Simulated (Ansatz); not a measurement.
One change: `C[Se][In]([F])[F]` becomes `[F][In]([F])[Cl]`.

Ansatz, PBE0-D4/def2-TZVP geometries, multiplicity 1. Each molecule was computed in one conformer, which needn't be the lowest.

Elements past krypton have def2 core potentials. Scalar relativity is left out up to krypton.

```json
{"property": "HOMO energy (ωB97M-V/def2-TZVPP) / eV", "`C[Se][In]([F])[F]`": "-9.70"}
{"property": "size of the dipole moment (B3LYP/def2-TZVPP) / D", "`C[Se][In]([F])[F]`": "4.08"}
{"property": "LUMO energy (ωB97M-V/def2-TZVPP) / eV", "`C[Se][In]([F])[F]`": "-0.57"}
{"property": "HOMO energy (PBE0/def2-TZVPP) / eV", "`C[Se][In]([F])[F]`": "-7.56"}
{"property": "HOMO energy (PBE/def2-TZVPP) / eV", "`C[Se][In]([F])[F]`": "-6.41"}
{"property": "LUMO energy (PBE0/def2-TZVPP) / eV", "`C[Se][In]([F])[F]`": "-2.45"}
```

Problem. Give the same properties after the change, and the shifts. (An estimate is asked.)

Solution. Computed: 
| property | `[F][In]([F])[Cl]` | shift |
| --- | --- | --- |
| HOMO energy (ωB97M-V/def2-TZVPP) / eV | -12.20 | -2.50 |
| size of the dipole moment (B3LYP/def2-TZVPP) / D | 1.25 | -2.83 |
| LUMO energy (ωB97M-V/def2-TZVPP) / eV | -1.16 | -0.59 |
| HOMO energy (PBE0/def2-TZVPP) / eV | -9.90 | -2.34 |
| HOMO energy (PBE/def2-TZVPP) / eV | -8.42 | -2.01 |
| LUMO energy (PBE0/def2-TZVPP) / eV | -3.18 | -0.73 |

With PBE0 the HOMO falls by 2.34 eV and the LUMO falls by 0.73 eV, so the gap widens by about 1.61 eV. PBE moves the HOMO by -2.01 eV and ωB97M-V by -2.50 eV. The zero-point energy changes by -97.0 kJ/mol with -12 modes. Dipoles are sizes alone; their direction can turn.

B3LYP here is the variant with VWN-RPA as its local correlation; programs differ in this.

Spin–orbit coupling is left out; it splits and shifts lone-pair levels of the heavy atoms by tenths of an eV.
